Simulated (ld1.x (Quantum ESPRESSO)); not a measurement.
**krypton, TM: configuration errors across variants**

```json
{
  "Element": "Kr",
  "Generator": "ld1.x (Quantum ESPRESSO) 7.5",
  "Type": "norm-conserving Troullier–Martins (Kleinman–Bylander form)",
  "Functional": "BLYP",
  "Relativity": "scalar-relativistic",
  "Frozen core": "[Ne]",
  "Valence charge": "26",
  "Reference configuration": "3s2 3p6 3d10 4s2 4p6",
  "Partial waves": "3p (bound): rc 0.90 bohr; 3d (bound): rc 0.65 bohr; 3s (bound): rc 0.60 bohr",
  "Local potential": "the s channel",
  "Core correction": "none"
}
```

Occupied shells without a wave of their own: 4p, 4s. They enter only through the test configuration that unscreens the potential.

All-electron excitation energies from the reference (eV): (1) 3s2 3p6 3d10 4s2 4p5 14.127; (2) 3s2 3p6 3d10 4s2 4p4 39.139; (3) 3s2 3p6 3d10 4s2 4p3 76.070; (4) 3s2 3p5 3d10 4s2 4p6 207.522; (5) 3s1 3p6 3d10 4s2 4p6 276.374; (6) 3s2 3p6 3d10 4s1 4p6 28.675; (7) 3s2 3p6 3d9 4s2 4p6 93.764.

For the base: The 4p, 4s levels have no wave, so the channel is fitted at the deeper level alone: the likely source of the large errors.

6 further variants failed, have other tests or another functional or relativity, and are left out.

The file “base” misses its own reference levels by 0.6 eV. The file “wave 3s (bound): rc 0.60 bohr becomes 3s (bound): rc 0.52 bohr” misses its own reference levels by 0.3 eV. The file “wave 3p (bound): rc 0.90 bohr becomes 3p (bound): rc 0.58 bohr” misses its own reference levels by 0.6 eV. The file “all radii scaled by about 0.83 (s 0.50, p 0.74, d 0.54 bohr)” misses its own reference levels by 0.3 eV. The file “wave 3d (bound): rc 0.65 bohr becomes 3d (bound): rc 0.44 bohr” misses its own reference levels by 0.6 eV.

Errors AE − PS in meV (a dash: test not solved or not reliable):

| change | (1) | (2) | (3) | (4) | (5) | (6) | (7) | bound ghosts |
| --- | --- | --- | --- | --- | --- | --- | --- | --- |
| base | -204 | -495 | -876 | -9.9 | -22 | -623 | +77 | not determined |
| wave 3s (bound): rc 0.60 bohr becomes 3s (bound): rc 0.52 bohr | -126 | -306 | -542 | -40 | -54 | -319 | +43 | not determined |
| wave 3p (bound): rc 0.90 bohr becomes 3p (bound): rc 0.58 bohr | -142 | -347 | -616 | -20 | -40 | -617 | +57 | not determined |
| all radii scaled by about 0.83 (s 0.50, p 0.74, d 0.54 bohr) | -114 | -277 | -491 | -32 | -49 | -308 | +24 | not determined |
| wave 3d (bound): rc 0.65 bohr becomes 3d (bound): rc 0.44 bohr | -204 | -495 | -876 | +4.7 | -11 | -623 | +74 | not determined |

**Question.** Give the same row for: local potential all-electron potential smoothed inside 0.45 bohr (lloc = -1).

**Answer.** –, –, –, –, –, –, –; bound ghosts: not determined. Not counted: 3s2 3p6 3d10 4s2 4p3 (converged, but collapsed or in another state, printed error +41.9 eV); 3s2 3p6 3d10 4s1 4p6 (an occupied level unbound or not found, printed error +17.4 eV); 5 more.
